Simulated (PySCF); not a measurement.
Zn(Me)(OH) anion (CH₄OZn), SMILES [Zn]([CH3])[OH] (connectivity only; charge and spin as stated), charge -1, multiplicity 2. Atoms are numbered in the order given.

```xyz
7

Zn     0.0851     0.1033     0.3399
C     -0.2521     1.4270    -1.2021
H     -1.0860     2.1148    -0.9761
H     -0.5049     0.8794    -2.1296
H      0.6369     2.0494    -1.4075
O     -0.0306    -1.8056     0.0779
H      0.1579    -2.2606     0.9063
```
Charge -1, spin multiplicity 2.

The structure is a stationary point at B3LYP-D3(BJ)/def2-SVPD. The multiplicity is an assumed one; other spin states were not compared. The isomer is the one that the SMILES or the coordinates give; other isomers of the formula were not compared. The values are those of a single conformer.

All values below come from ωB97X/def2-TZVPD run with PySCF.

Mulliken values depend strongly on the basis, most of all with diffuse functions as here. ESP charges are fitted to the potential on shells at 1.4 to 2.0 van der Waals radii. Atomic charges (e):

| atom | meta-Löwdin | ESP fit | Mulliken spin |
|---|---|---|---|
| Zn1 | 0.59 | -0.41 | 0.92 |
| C2 | -0.92 | 0.88 | 0.45 |
| H3 | 0.07 | -0.40 | -0.06 |
| H4 | 0.07 | -0.21 | -0.06 |
| H5 | 0.07 | -0.38 | -0.07 |
| O6 | -1.15 | -0.56 | -0.20 |
| H7 | 0.27 | 0.08 | 0.01 |
